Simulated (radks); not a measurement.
Results of a calculation; reference values are marked as such.
Polarisability of the thallium ion Tl6+, [Xe] 4f14 5d7, at imaginary frequency. Code: a radial shooting solver on a logarithmic mesh with Libxc functionals. Model: non-relativistic Kohn-Sham, PBE, spin-polarised, spherical densities, point nucleus; open shells are filled with parallel spins first (spin-orbit coupling, left out, can overturn this in heavy ions); relativity is left out, which matters for an element this heavy. Response by self-consistent Sternheimer equations with the Hartree and adiabatic LDA kernel.

w (hartree),alpha1(iw) (bohr^3)
0.00266,2.356
0.0143,2.356
0.0360,2.355
0.0697,2.354
0.118,2.349
0.186,2.338
0.280,2.315
0.413,2.270
0.605,2.181
0.892,2.013
1.35,1.722
2.12,1.279
3.59,0.7516
6.94,0.3182
17.5,0.08603

Static values: alpha1 = 2.356 bohr^3 (0.3491 angstrom^3; uncoupled 3.560). C6 = 9.981, triple-dipole C9 = 16.82 atomic units. One-pole (London) frequency 4 C6 / (3 alpha1^2) = 2.397 hartree, against 3.400 for minus the highest occupied eigenvalue.
